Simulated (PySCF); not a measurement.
**Löwdin shares of the frontier orbitals**

C₄H₂O₅.
Z-matrix (Å and degrees, GFN2-xTB geometry), rows numbered from 1:
```
O 
C   1  1.1830
O   2  1.3595  1  126.37
C   3  1.3486  2  119.45  1     5.50
C   4  1.3402  3  130.62  2  -136.57
O   5  1.3671  4  107.85  3  -176.84
C   6  1.3543  5  107.86  4    -0.37
O   7  1.1819  6  126.13  5   179.89
O   7  1.3634  6  108.35  5     0.33
H   2  1.0991  1  126.78  3  -179.01
H   5  1.0684  4  133.37  3     2.47
```

Computed with TDDFT CAM-B3LYP/def2-SVPD, vertical, gas phase, core orbitals frozen in the response (PySCF 2.14.0, density-fitted response routines).

Frontier orbitals with the atoms that hold most of them (Löwdin shares over 4%, at most four atoms; ? is withheld):

```json
{"orbital": "HOMO-3", "ε (eV)": "-12.11", "atoms": "O3 24%, O8 23%, O1 20%, O9 11%"}
{"orbital": "HOMO-2", "ε (eV)": "-11.02", "atoms": "O1 57%, C2 11%, O8 10%, O3 9%"}
{"orbital": "HOMO-1", "ε (eV)": "-10.88", "atoms": "O8 63%, O1 9%, C7 9%, O9 6%"}
{"orbital": "HOMO", "ε (eV)": "-8.85", "atoms": "?"}
{"orbital": "LUMO", "ε (eV)": "-0.18", "atoms": "?"}
{"orbital": "LUMO+1", "ε (eV)": "0.81", "atoms": "C5 17%, C2 15%, C4 14%, O3 12%"}
{"orbital": "LUMO+2", "ε (eV)": "1.18", "atoms": "C4 22%, C5 22%, O3 10%, C2 9%"}
```

(1) Give the leading atoms of the LUMO.

(2) Give the leading atoms of the HOMO.

(3) How does S1 compare with the orbital gap of 8.67 eV?

Answers

(1) C2 (bonded to 2 O and H) 34%; O1 (bonded to C) 26%; O3 (bonded to 2 C) 12%; C5 (bonded to C, O and H) 8%. By element: carbon 42% or more, oxygen 38% or more.

(2) C5 (bonded to C, O and H) 26%; C4 (bonded to C and 2 O) 22%; O6 (bonded to 2 C) 14%; O8 (bonded to C) 13%. By element: carbon 47% or more, oxygen 27% or more.

(3) S1 is at 5.61 eV (f = 0.044), 3.06 eV below the gap, made of HOMO→LUMO (44%), HOMO-2→LUMO (42%). Without the coupling terms of the response equations the lowest excitation would equal the gap.

Next come S2 at 6.06 eV (f 0.099), HOMO→LUMO (53%), HOMO-2→LUMO (34%); S3 at 6.59 eV (f 0.033), HOMO→LUMO+1 (82%), HOMO→LUMO+3 (11%); S4 at 7.04 eV (f 0.131), HOMO→LUMO+2 (53%), HOMO→LUMO+4 (34%); S5 at 7.07 eV (f 0.101), HOMO→LUMO+4 (55%), HOMO→LUMO+2 (37%).

One conformer stands for the species.
